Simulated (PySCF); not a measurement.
Isomers C$_{13}$H$_{12}$:

A. 2-methylbiphenyl (SMILES Cc1ccccc1-c1ccccc1)
B. diphenylmethane (SMILES c1ccc(Cc2ccccc2)cc1)
C. 2-isopropenylnaphthalene (C(=C)(C)C1=CC2=CC=CC=C2C=C1)

Spectrum 1. 13C{1H} NMR (computed): δ 148.8 (C), 148.1 (C), 140.9 (C), 135.8 (CH), 135.8 (CH), 135.5 (CH), 133.4 (CH), 132.9 (CH), 132.4 (CH), 131.5 (CH), 23.5 (CH3).

Spectrum 2. 13C{1H} NMR (computed): δ 153.5 (C), 145.0 (C), 136.7 (C), 136.5 (C), 134.1 (CH), 133.3 (CH), 133.1 (CH), 131.6 (CH), 131.2 (CH), 130.7 (CH), 128.6 (CH), 121.1 (CH2), 24.1 (CH3).

Spectrum 3. 13C{1H} NMR (computed): δ 148.7 (C), 135.6 (CH), 133.9 (CH), 131.8 (CH), 45.3 (CH2).

Method: PBE0-D3(BJ)/def2-SVP structure, J: B3LYP/pcJ-1 (spin–dipole term left out of most H,H and C,H couplings), σ from GIAO-PBE0/pcSseg-1, in PySCF 2.14 (one computed conformer, non-relativistic, averaged over atoms made equivalent by symmetry, fast rotation or ring inversion, no solvent model).

δ = σ(ref) − σ, references computed at the same level: TMS for 13C (184.41 ppm). Shifts are as computed. Against solution values, carbons near 30 ppm lie about +2 ppm off and those near 130 ppm about +5 ppm (rms about the fit 1.9 ppm; single classes can miss by 10 ppm). Of 1328 compounds with measured shifts, 309 miss one by over three times the rms of a fit or turn the order of signals round; such compounds aren't used in these exercises. Signals without a measured value on file couldn't be tested in this way; 1H shifts scatter by 0.2 ppm about their fit, and single ones miss by 0.5 ppm.

Problem. Match each spectrum to its structure.

Solution. 1–A, 2–C, 3–B.

- Spectrum 1 (A): 11 13C signals; δC 135.8 is an aromatic CH; δC 135.8 is an aromatic CH.
- Spectrum 2 (C): 13 13C signals; δC 153.5 is a fully substituted alkene carbon; δC 134.1 is an aromatic CH.
- Spectrum 3 (B): 5 13C signals; δC 135.6 is an aromatic CH; δC 133.9 is an aromatic CH.
